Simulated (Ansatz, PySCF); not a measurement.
Species: borinic acid, sum formula H3BO, net charge 0, singlet state. SMILES: BO
Structure (B3LYP-D3(BJ)/def2-TZVP (Ansatz, a first-principles code) minimum search):
```xyz
5

B     -0.7100     0.0755    -0.0345
O      0.6342     0.0146     0.0881
H     -1.3022    -0.7421    -0.6782
H     -1.2599     0.9729     0.5246
H      1.0388    -0.7247    -0.3785
```
Charge 0, spin multiplicity 1.

PBE beside other levels, property by property. Correlated levels leave the core frozen unless marked. Open shells are spin-unrestricted. No spin-orbit coupling. Non-relativistic. CBS(X,Y): correlation extrapolated as X^-3; Hartree-Fock from the larger set. Rows marked 298 K are enthalpies with B3LYP-D3(BJ) harmonic zero-point and thermal terms. Atomisation energies are electronic, to ground-state atoms; the column to compare with has the core term from cc-pwCVTZ added, other frozen-core levels have none. Vertical energies are electronic, to the SCF solution reached for that spin. Frequencies are from Ansatz or PySCF. Anions need diffuse functions, of which def2-TZVPD holds fewer than the aug- sets. The coupled-cluster column (Ansatz) is a level with limits of its own: (a) CCSD(T)/CBS(aug-cc-pVTZ,aug-cc-pVQZ); (b) CCSD(T)/CBS(cc-pVTZ,cc-pVQZ); (c) CCSD(T)/CBS(def2-TZVPPD,def2-QZVPPD).

| property | r2SCAN/def2-TZVPD (Ansatz) | PBE0/def2-TZVPD (Ansatz) | B2PLYP-D3(BJ)/def2-TZVPD (Ansatz + dftd3) | coupled cluster |
|---|---|---|---|---|
| deprotonation enthalpy (H-O bond), 298 K, to B[O-] + H+ (kcal/mol) | 357.0 | 358.5 | 356.3 | 358.8 (a) |
| atomisation energy (kcal/mol) | 435.4 | 430.9 | 432.3 | 436.2 (a) |
| B-O bond dissociation enthalpy, 298 K, to [BH2] (BH2) + [OH] (HO) (kcal/mol) | 146.2 | 148.0 | 149.6 | 152.1 (a) |
| B-H bond dissociation enthalpy, 298 K, to [BH]O + H atom (kcal/mol) | 99.8 | 100.6 | 103.6 | 105.7 (a) |
| H-O bond dissociation enthalpy, 298 K, to B[O] + H atom (kcal/mol) | 91.9 | 94.4 | 98.0 | 102.1 (a) |
| proton affinity at O, enthalpy at 298 K, to B[OH2+] (kcal/mol) | 164.0 | 164.8 | 163.8 | 165.3 (b) |
| vertical triplet-singlet gap (eV) | 5.59 | 5.80 | 6.10 | 6.30 (c) |
| vertical ionisation energy to the doublet (eV) | 11.58 | 11.77 | 11.86 | 12.16 (c) |

Question: What does PBE/def2-TZVPD (Ansatz) give for each property, and on which side of coupled cluster does it fall?

Answer: 
- deprotonation enthalpy (H-O bond), 298 K, to B[O-] + H+: PBE lies 5.3 kcal/mol below coupled cluster; PBE gives 353.5 kcal/mol.
- atomisation energy: PBE lies 2.3 kcal/mol above coupled cluster; PBE gives 438.5 kcal/mol.
- B-O bond dissociation enthalpy, 298 K, to [BH2] (BH2) + [OH] (HO): PBE lies 0.3 kcal/mol below coupled cluster; PBE gives 151.8 kcal/mol.
- B-H bond dissociation enthalpy, 298 K, to [BH]O + H atom: PBE lies 5.9 kcal/mol below coupled cluster; PBE gives 99.8 kcal/mol.
- H-O bond dissociation enthalpy, 298 K, to B[O] + H atom: PBE lies 11.4 kcal/mol below coupled cluster; PBE gives 90.7 kcal/mol.
- proton affinity at O, enthalpy at 298 K, to B[OH2+]: PBE lies 3.2 kcal/mol below coupled cluster; PBE gives 162.1 kcal/mol.
- vertical triplet-singlet gap: PBE lies 0.80 eV below coupled cluster; PBE gives 5.50 eV.
- vertical ionisation energy to the doublet: PBE lies 0.70 eV below coupled cluster; PBE gives 11.46 eV.
